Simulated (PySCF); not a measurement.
Compound: C5H2F3O (doublet state).
Geometry (GFN2-xTB, Å), atoms numbered from 1 in this order:
```
atom  x, y, z in Å
C1    -2.745    0.439    0.368
C2    -1.510   -0.017    0.150
C3    -0.370   -0.442   -0.054
C4     0.939   -0.894   -0.276
O5     1.287   -1.933   -0.787
C6     1.990    0.144    0.235
F7     1.837    0.382    1.550
F8     3.241   -0.258    0.042
F9     1.843    1.327   -0.386
H10   -3.606   -0.142    0.082
H11   -2.902    1.396    0.835
```

The hyperfine couplings belong to this conformer and change with its torsions.

As a line formula: `[CH2]C#CC(=O)C(F)(F)F` [radical].

Level of theory: UKS B3LYP, pcH-1 on C F H O, non-relativistic, mean-field spin-orbit, GIAO (PySCF). Isolated species at its GFN2-xTB geometry, gas phase. A GFN2-xTB geometry isn't a minimum of the functional, and hyperfine couplings can be far from their values at a DFT geometry. Stability of the SCF solution: not tested. ⟨S²⟩ is 0.778 where a pure state has 0.75.

Question: Predict the first-order ENDOR lines of F7/F8/F9, H10 and H11 under fast tumbling at B = 349.4 mT (X band).

Answer: ν± = |νn ± a/2|, one line for each electron-spin manifold; νn = |g_N| × 7.62259 MHz/T × B.

```
  nuclei  isotope     g_N  νn (MHz)  a_iso (MHz)  lower line (MHz)  upper line (MHz)
F7/F8/F9      19F  5.2577     14.00         7.27             10.37             17.64
     H10       1H  5.5857     14.88       -46.98              8.62             38.37
     H11       1H  5.5857     14.88       -46.95              8.60             38.35
```

Question: Which pairs are centred on the nuclear Larmor frequency, and which on half the coupling?

Answer: Centred on νn, since |a| < 2νn: F7/F8/F9. Centred on |a|/2 and split by 2νn: H10 and H11.

Means are taken over nuclei equivalent by connectivity, which assumes that they swap fast. H10 and H11 aren't averaged: C1 is flat or nearly so (angle sum 360°), and its turn about the short C1–C2 bond (1.34 Å) is taken as slow. The three 19F nuclei of mean +7.3 MHz run from -0.4 to 11.2 MHz in the frozen geometry.

The Mulliken spin populations are largest on C1 (+0.67), C3 (+0.49), C2 (-0.25) and O5 (+0.22). Three atoms exceed +0.15. The positive populations add up to 1.38 and the negative ones to -0.38, together 2S = 1. The angles at C1 add up to 360.0°, so it is planar; its axial dipolar tensor and the negative couplings of its protons fit spin in a p orbital normal to that plane.
